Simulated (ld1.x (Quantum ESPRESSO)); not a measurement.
## u(r) = r·R(r): atom against pseudo-atom (titanium (Ti))

Columns: radius, all-electron u(r) and pseudo u(r) of the 4p shell (level -20.69 eV) of titanium in the configuration [Ne] 3s2 3p6 3d1 4s0 4p0; LDA (PZ), scalar-relativistic, PAW scheme, ld1.x (Quantum ESPRESSO) 7.5.

| r (bohr) | all-electron | pseudo |
| --- | --- | --- |
| 0.135 | 0.2012 | -0.0686 |
| 0.270 | 0.1346 | -0.2506 |
| 0.405 | -0.0768 | -0.4831 |
| 0.540 | -0.2551 | -0.6878 |
| 0.675 | -0.3448 | -0.7985 |
| 0.810 | -0.3491 | -0.7832 |
| 0.945 | -0.2902 | -0.6511 |
| 1.080 | -0.1914 | -0.4435 |
| 1.215 | -0.0723 | -0.2136 |
| 1.350 | 0.0533 | -0.0054 |
| 1.485 | 0.1755 | 0.1607 |
| 1.620 | 0.2881 | 0.2869 |
| 1.755 | 0.3874 | 0.3874 |
| 1.890 | 0.4713 | 0.4713 |
| 2.025 | 0.5392 | 0.5392 |
| 2.160 | 0.5916 | 0.5916 |
| 2.295 | 0.6293 | 0.6293 |
| 2.430 | 0.6536 | 0.6536 |
| 2.565 | 0.6661 | 0.6661 |
| 2.700 | 0.6683 | 0.6683 |
| 2.835 | 0.6619 | 0.6619 |
| 2.970 | 0.6484 | 0.6484 |
| 3.105 | 0.6291 | 0.6291 |
| 3.240 | 0.6053 | 0.6053 |
| 3.375 | 0.5783 | 0.5783 |
| 3.510 | 0.5489 | 0.5489 |

(1) How many radial nodes do the two functions have?

(2) At about which radius was the pseudo-wave matched?

(3) Is the pseudo-wave norm-conserving?

Answers

(1) The all-electron 4p function has n − l − 1 = 2; the pseudo-wave has 1, since 1 lower shell of the same l stays in the valence.

(2) 1.80 bohr, where the columns begin to agree (steps of 0.14 bohr).

(3) No, it belongs to a PAW set: the norm inside the radius is not constrained, and the difference is carried by the augmentation charge.
